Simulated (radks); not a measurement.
The numbers below are computed, except where a source is named.
Ionisation of Ir2+, [Xe] 4f14 5d7, to Ir3+, [Xe] 4f14 5d6, under several functionals. Scalar-relativistic Kohn-Sham, spin-polarised, spherical densities, point nucleus; open shells are filled with parallel spins first (spin-orbit coupling, left out, can overturn this in heavy ions); a radial shooting solver on a logarithmic mesh with Libxc functionals.

| functional | E(Ir2+) (hartree) | Exc (hartree) | IE (eV) | -e(HOMO) (eV) | <r> HOMO (bohr) | IE error (eV) |
|---|---|---|---|---|---|---|
| exchange-only PBE | -17822.0290 | -341.0163 | 27.772 | 22.013 | 1.654 | -0.228 |
| OLYP | -17832.9523 | -352.2588 | 28.930 | 23.070 | 1.629 | +0.930 |
| exchange-only B88 | -17823.4904 | -342.4835 | 27.751 | 22.002 | 1.647 | -0.249 |
| PW91 | -17828.3261 | -347.3838 | 29.152 | 23.316 | 1.634 | +1.152 |
| HCTH/407 | -17836.9174 | -356.4002 | 29.220 | 23.347 | 1.634 | +1.220 |

NIST Atomic Spectra Database: 28 eV (theoretical). Closest: exchange-only PBE. The Delta-SCF values span 1.47 eV, the total energies 14.89 hartree. The highest occupied level is 5d. Open shells are spherical and high-spin; term and fine-structure splittings are not resolved. Spin-orbit splitting is averaged out at the scalar-relativistic level.
